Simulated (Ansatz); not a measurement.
Geometry optimisation, DFT PBEsol, scalar-relativistic, plane waves, PAW in Ansatz 0.2.0.

input.yaml

```yaml
crystal:
  lattice:
    - [8.706588, 0.0, 0.0]
    - [0.0, 8.706588, 0.0]
    - [0.0, 0.0, 8.706588]
  atoms:
    - { symbol: C, position: [0.7505189, 0.4845479, 0.3737133] }
    - { symbol: O, position: [0.7283537, 0.3703056, 0.4428792] }
    - { symbol: O, position: [0.7726842, 0.5987902, 0.3045475] }
    - { symbol: C, position: [0.4273096, 0.5120987, 0.9803749] }
    - { symbol: O, position: [0.4433834, 0.6437619, 1.0074478] }
    - { symbol: O, position: [0.4112358, 0.3804355, 0.953302] }
    - { symbol: C, position: [0.9651744, 0.0299579, 0.9354234] }
    - { symbol: O, position: [0.9399043, 0.0197576, 1.0680276] }
    - { symbol: O, position: [0.9904446, 0.0401583, 0.8028192] }
    - { symbol: C, position: [0.4037345, 0.2173299, 0.4334085] }
    - { symbol: O, position: [0.2756933, 0.2590175, 0.4194764] }
    - { symbol: O, position: [0.5317757, 0.1756422, 0.4473406] }
    - { symbol: C, position: [0.5969793, 0.0458889, 0.966032] }
    - { symbol: O, position: [0.6196699, 0.1585081, 0.894418] }
    - { symbol: O, position: [0.5742888, -0.0667302, 1.0376461] }
    - { symbol: C, position: [0.7820442, 0.3696745, 0.7257079] }
    - { symbol: O, position: [0.9173517, 0.3738975, 0.7264609] }
    - { symbol: O, position: [0.6467368, 0.3654516, 0.7249549] }
    - { symbol: C, position: [0.6813319, 0.7978489, 0.5092997] }
    - { symbol: O, position: [0.5496864, 0.7739946, 0.5299622] }
    - { symbol: O, position: [0.8129773, 0.8217032, 0.4886371] }
    - { symbol: C, position: [0.2464896, 0.5939522, 0.4404793] }
    - { symbol: O, position: [0.1994588, 0.5043811, 0.5304327] }
    - { symbol: O, position: [0.2935205, 0.6835234, 0.350526] }
    - { symbol: C, position: [0.150569, 0.9561861, 0.4229116] }
    - { symbol: O, position: [0.1348123, 0.893372, 0.3040309] }
    - { symbol: O, position: [0.1663256, 1.0190002, 0.5417923] }
    - { symbol: C, position: [0.1303441, 0.7234761, 0.8185944] }
    - { symbol: O, position: [0.07628, 0.7042573, 0.9412085] }
    - { symbol: O, position: [0.1844081, 0.742695, 0.6959802] }
basis:
  ecutwfc: 420.0
kpoints:
  mp_grid: { grid: [1, 1, 1] }
hamiltonian:
  xc: pbesol
scf:
  occupations: { method: fermi_dirac, width: 0.02 }
  lower_state_search: "off"
relax:
  f_tol: 0.3
  max_steps: 15
  adjacent_minimum: "off"
```

Run as:

```bash
$ ansatz run input.yaml --threads 1 --pin off --max-ram 3072MiB --backend cpu --events-out ev --progress --plain --runs-dir out
```

Where does it end, and by what steps?

The run converged. The threshold is loose, so the end isn't yet a minimum. The force dipped under the threshold on the way, but the program's further checks kept it going. Limits of this set-up: coarse k mesh. After 14 steps the energy has fallen by 2.266 eV; O15 moved furthest, 1.58 Å.

| step | energy less start (eV) | largest force component (eV/Å) | accepted |
| --- | --- | --- | --- |
| 0 | 0.0000 | 1.573 | yes |
| 1 | -0.9724 | 0.871 | yes |
| 2 | -1.3132 | 0.992 | yes |
| 3 | -1.5320 | 1.192 | yes |
| 4 | -1.7177 | 0.653 | yes |
| 5 | -1.8416 | 0.661 | yes |
| 6 | -1.9551 | 0.307 | yes |
| 7 | -2.0268 | 0.644 | yes |
| 8 | -2.0778 | 0.862 | yes |
| 9 | -2.1504 | 0.109 | yes |
| 10 | -2.1504 | 0.107 | yes |
| 11 | -2.1825 | 0.568 | yes |
| 12 | -2.2106 | 0.728 | yes |
| 13 | -2.2423 | 0.411 | yes |
| 14 | -2.2663 | 0.102 | yes |

```xyz
30
Lattice="8.7066 0.0000 0.0000 0.0000 8.7066 0.0000 0.0000 0.0000 8.7066" Properties=species:S:1:pos:R:3
C 6.727 3.831 2.546
O 6.674 3.095 3.451
O 6.778 4.562 1.640
C 3.853 4.521 8.439
O 3.705 5.575 7.961
O 3.992 3.463 8.911
C 8.835 0.755 8.886
O 8.223 1.441 9.609
O 9.456 0.069 8.177
C 4.074 1.771 4.074
O 3.592 2.701 3.560
O 4.559 0.844 4.590
C 4.698 0.429 8.947
O 5.359 0.533 7.991
O 4.043 0.322 9.908
C 7.020 3.202 6.582
O 7.923 2.468 6.639
O 6.115 3.938 6.521
C 6.106 6.835 4.918
O 5.292 6.318 4.261
O 6.930 7.346 5.568
C 1.638 5.008 2.928
O 0.790 4.575 3.606
O 2.480 5.439 2.246
C 0.705 8.667 3.654
O 0.278 7.791 3.005
O 1.133 9.548 4.283
C 1.044 6.179 6.550
O 0.466 5.545 7.342
O 1.625 6.801 5.752
```

The run took 40 s on 1 thread of AMD EPYC 9B14 (Zen 4), with other jobs on the host, peak memory 0.62 GiB.
